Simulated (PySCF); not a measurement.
C₂H₆BFO₂, SMILES C(F)B(OC)O. Atoms are numbered in the order given.

```xyz
12

C     -0.0378    -2.4471     0.0000
O     -0.7210    -1.2043     0.0000
B     -0.0202    -0.0448     0.0000
O      1.3393    -0.0373     0.0000
C     -0.8096     1.3310     0.0000
F      0.1214     2.3831     0.0000
H     -0.7903    -3.2482     0.0000
H      0.6010    -2.5521     0.8925
H      0.6010    -2.5521    -0.8925
H      1.6516     0.8808     0.0000
H     -1.4588     1.4388     0.8878
H     -1.4588     1.4388    -0.8878
```
Charge 0, spin multiplicity 1.

Geometry: r2SCAN-D4/def2-SVP. The structure was generated by enumeration, and PubChem lists no compound with its InChIKey, so it may never have been made. Other conformers were not sampled.

These are PySCF 2.14.0 with TDA-PBE/def2-SVPD values and carry that method's errors.

Vertical excitations. The molecule is in vacuum. State labels are in the subgroup Cs.

```
state  symmetry  energy (eV)  λ (nm)      f                                                main pairs
-----  --------  -----------  ------  -----  --------------------------------------------------------
S1           A"         6.75     184  0.006                                           HOMO→LUMO 100 %
S2           A'         6.97     178  0.007                                         HOMO−1→LUMO 100 %
S3           A'         7.51     165  0.001                                          HOMO−2→LUMO 98 %
S4           A"         7.58     164  0.001                                          HOMO→LUMO+2 99 %
S5           A"         7.69     161  0.006                                        HOMO−1→LUMO+1 94 %
S6           A"         7.74     160  0.000                                          HOMO−3→LUMO 97 %
S7           A'         7.79     159  0.026                      HOMO−1→LUMO+2 68 %, HOMO→LUMO+1 27 %
S8           A"         7.89     157  0.011                                          HOMO→LUMO+3 97 %
S9           A'         7.99     155  0.097  HOMO→LUMO+1 52 %, HOMO−1→LUMO+2 22 %, HOMO−1→LUMO+3 10 %
S10          A"         8.08     153  0.005                                        HOMO−2→LUMO+1 95 %
T1           A"         6.67     186      0                                           HOMO→LUMO 100 %
T2           A'         6.83     181      0                                          HOMO−1→LUMO 93 %
T3           A'         6.86     181      0                                          HOMO→LUMO+1 93 %
T4           A"         7.08     175      0                                        HOMO−1→LUMO+1 98 %
```
Triplets are in the Tamm–Dancoff approximation.
